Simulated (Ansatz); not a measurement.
The same path of Cl3HOSn + FH (8 atoms, charge 0, multiplicity 1) was run twice with different band settings. Lost on the way: F7–H8. Made: O2–H8.

Theory: RKS PBE0/def2-SVP in Ansatz 0.2.0.

Relaxed end points:

```xyz
8
Properties=species:S:1:pos:R:3
Sn -0.008 -0.127 -0.015
O -0.090 -0.210 1.975
H -0.637 0.467 2.390
Cl 2.086 0.364 -0.867
Cl -1.312 1.781 -0.385
Cl -1.110 -1.854 -1.091
F 1.205 -1.998 1.147
H 0.831 -1.548 1.901
```

```xyz
8
Properties=species:S:1:pos:R:3
Sn 0.440 -0.145 -0.093
O -0.567 -0.444 2.043
H -1.212 -1.163 1.970
Cl 1.743 -0.115 -2.027
Cl -0.219 2.064 0.152
Cl -1.214 -1.713 -0.643
F 1.794 -0.796 1.143
H 0.201 -0.813 2.510
```

Common settings: movable images 5; climbing image yes; optimiser quadratic models (default); start path through a guess of the saddle point; force threshold 0.03 eV/Å; iteration limit 60; end points relaxed.

| run | spring |
| --- | --- |
| 1 | 5.0 eV/Å² |
| 2 | 2.0 to 10.0 eV/Å², energy-weighted |

Problem. What does each run give, and how far can it be trusted?

Solution. Run 1: converged after 18 iterations, highest image 0.145 eV above the first end. A vibrational analysis at the climbing image gives one clearly imaginary mode, 540i cm⁻¹: a first-order saddle point.
Run 2: converged after 15 iterations, highest image 0.145 eV above the first end. Another band between the same ends (5 images) ends at a top of the same energy, where a vibrational analysis finds 1 clearly imaginary mode.
The orbitals stay closed-shell, which can raise the energy where a bond breaks towards radicals; this wasn't checked here.
